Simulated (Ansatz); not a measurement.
Z-matrix (Å, degrees):
```
Si
O 1 1.643
H 1 1.483 2 108.8
H 1 1.486 2 110.6 3 -120.2
H 1 1.483 2 108.8 3 119.6
Si 2 1.640 1 146.7 3 120.1
O 6 1.640 2 100.5 1 179.9
Si 7 1.643 6 146.7 2 -180.0
H 8 1.483 7 108.8 6 120.1
H 8 1.483 7 108.8 6 -120.3
H 8 1.486 7 110.6 6 -0.1
```

Charge 0, multiplicity 1.

Problem. List the r2SCAN/def2-TZVPP orbital energies in eV (the Gaussian-basis code of Ansatz). (Best estimate.)

Solution. Ansatz gave: Occupied: -1792.14, -1791.68, -1791.68, -516.15, -516.15, -142.34, -142.05, -142.05, -97.30, -97.20, -97.12, -96.96, -96.96, -96.89, -96.89, -96.89, -96.89, -26.68, -26.08, -15.55, -14.22, -12.28, -11.48, -10.60, -10.52, -9.98, -9.78, -8.52, -8.42, -8.08, -8.02, -6.17. Lowest empty: -2.16, -0.42, -0.26, 1.12, 1.24, 1.26, 1.30, 1.44.
